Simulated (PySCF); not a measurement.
## Krypton: a sound run and one with changed settings

Sound run: Kr+ [Ar] 3d10 4s2 4p5, Kr(2+) [Ar] 3d10 4s2 4p4. Computed with PySCF 2.14 in aug-cc-pVDZ-DK (6s5p3d, 36 functions), with scalar relativity by spin-free X2C-1e. In the sound run the correlated levels freeze [Ar] 3d10. The sound run starts from symmetry-adapted Hartree-Fock orbitals and uses a fine grid where one is needed.

A second run was set up differently.

| species | method | sound run (hartree) | changed run (hartree) | converged |
| --- | --- | --- | --- | --- |
| Kr+ | UHF | -2787.57027 | -2787.57027 | yes |
| Kr+ | M06-L | -2789.28314 | -2789.28314 | yes |
| Kr+ | PBE | -2789.02213 | -2789.02213 | yes |
| Kr+ | MP2 | -2787.66800 | -2787.66137 | yes |
| Kr+ | CCSD(T) | -2787.68371 | -2787.68371 | yes |
| Kr(2+) | UHF | -2786.71490 | -2786.71490 | yes |
| Kr(2+) | M06-L | -2788.39412 | -2788.39412 | yes |
| Kr(2+) | PBE | -2788.12738 | -2788.12738 | yes |
| Kr(2+) | MP2 | -2786.79016 | -2786.78517 | yes |
| Kr(2+) | CCSD(T) | -2786.80648 | -2786.80648 | yes |

Ionisation energy of Kr+:

```json
{"method": "UHF", "sound run (eV)": "23.276", "changed run (eV)": "23.276"}
{"method": "M06-L", "sound run (eV)": "24.191", "changed run (eV)": "24.191"}
{"method": "PBE", "sound run (eV)": "24.348", "changed run (eV)": "24.348"}
{"method": "MP2", "sound run (eV)": "23.887", "changed run (eV)": "23.843"}
{"method": "SCS-MP2", "sound run (eV)": "23.861", "changed run (eV)": "23.819"}
{"method": "CCSD", "sound run (eV)": "23.860", "changed run (eV)": "23.860"}
{"method": "CCSD(T)", "sound run (eV)": "23.871", "changed run (eV)": "23.871"}
```

Question: What was changed?
A. a valence shell is frozen
B. angular grid far too coarse
C. basis contracted for another Hamiltonian
D. level shift left on

Answer: D. It used initial guess minao, at most 50 SCF cycles, level shift 0.1 hartree. A level shift leaves the converged SCF energy unchanged but raises the virtual orbital energies, which shrinks MP2 if it is not removed.
